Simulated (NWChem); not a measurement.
Molecule: CH8Si2; SMILES C[SiH2][SiH3]

Results from NWChem. Each level has its own optimisation; frequencies are unscaled. Brackets give each atom's bonded neighbours.

| level | r Si–Si (Å) | r H–Si [H(Si)–Si(HHHSi)] (Å) | r C–Si (Å) | r H–Si [H(Si)–Si(CHHSi)] (Å) | highest harmonic frequency (cm⁻¹) | lowest (cm⁻¹) | zero-point energy (kcal/mol) | dipole (D) |
|---|---|---|---|---|---|---|---|---|
| B3LYP/3-21G | 2.372 | 1.500 | 1.926 | 1.502 | 3136 | 92 | 49.2 | 0.85 |
| Hartree-Fock/3-21G | 2.386 | 1.490 | 1.921 | 1.491 | 3267 | 92 | 51.8 | 0.77 |
| PBE0/def2-SVP | 2.350 | 1.497 | 1.886 | 1.498 | 3170 | 101 | 49.0 | 0.92 |
